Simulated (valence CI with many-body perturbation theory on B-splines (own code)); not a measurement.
# Ho27+ in three bases

Computed by relativistic CI+MBPT: four valence electrons over a frozen Dirac-Fock core [Kr], radial functions for each j: 7 s, 7 p, 8 d, 6 f, 4 g, 1 h, with the one-electron correlation potential Σ1 (screened to all orders), the two-electron term Σ2, the three-electron term Σ3, Breit, model QED; selected single and double excitations, second order for the rest, scaled by the run's own slope (own B-spline code, finite nucleus).

The last digits are not significant, and no measured levels were compared; by estimate large intervals hold to a few tenths of a per cent, small ones and those within an open d or f shell to about a per cent. Only levels of the ground parity were solved; by the run's estimate the other parity begins above the list, which can be wrong where configurations are misplaced.

The reference run has the lowest level (4d3/2^4) J=0 and an ionisation energy of 985.899 eV. Its largest variational space holds 18985 state functions.

Levels are named by their leading jj configuration (3d3/2^4 stands for four electrons in 3d with j = 3/2), which in mixed levels can hold well under half, so a name can repeat and another be missing. Letters in brackets count levels of one name in rising energy.

Changed runs:
A. basis 6 s, 6 p, 5 d, 5 f, 1 g
B. basis 5 s, 5 p, 4 d, 4 f

Excitation energies of the reference run in cm⁻¹, and shifts in cm⁻¹:

```csv
Level,Reference,A,B
(4d3/2^3 4d5/2) J=1,58138,-212,-465
(4d3/2^3 4d5/2) J=2,86752,-201,-252
(4d3/2^3 4d5/2) J=4,91710,-1.6,+262
(4d3/2^3 4d5/2) J=3,98123,-122,+40
(4d3/2^2 4d5/2^2) J=0 [a],142289,-134,-284
(4d3/2^2 4d5/2^2) J=4 [a],148974,-181,-177
(4d3/2^2 4d5/2^2) J=2 [a],152000,-40,+435
(4d3/2^2 4d5/2^2) J=3 [a],154434,-148,+101
(4d3/2^2 4d5/2^2) J=5,166634,-64,+342
(4d3/2^2 4d5/2^2) J=1,172835,-43,+439
(4d3/2^2 4d5/2^2) J=6,175628,+1.1,+539
(4d3/2^2 4d5/2^2) J=4 [b],186125,+38,+638
Ionisation energy (eV),985.899,-0.064,-0.143
```
